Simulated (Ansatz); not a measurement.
Molecule: PbI (charge 0, doublet). SMILES: [I][Pb]
Geometry: optimised at B3LYP-D3(BJ)/def2-TZVP (Ansatz, a first-principles code).

Parts of the frozen-core correlation energy in def2-SVP (Ansatz, hartree). Frozen orbitals: 18; correlated occupied orbitals by spin: 6 and 5; virtual: 28 and 29. UHF or UKS for open shells. No spin-orbit coupling. In def2 rows, elements after Kr have scalar-relativistic effective core potentials.

```json
[
 {"term": "reference (HF)", "value": "-488.54574"},
 {"term": "MP2 opposite-spin", "value": "(withheld)"},
 {"term": "MP2 same-spin", "value": "(withheld)"},
 {"term": "CCSD correlation", "value": "-0.15405"},
 {"term": "(T)", "value": "(withheld)"},
 {"term": "CCSDT minus CCSD(T)", "value": "-0.00062"},
 {"term": "T1 diagnostic", "value": "0.019"},
 {"term": "largest doubles amplitude", "value": "0.071"},
 {"term": "<S^2> of the reference", "value": "0.759"}
]
```

Problem. Complete the blanks.

Solution. 
- MP2 opposite-spin, value: -0.10026
- MP2 same-spin, value: -0.03561
- (T), value: -0.00400
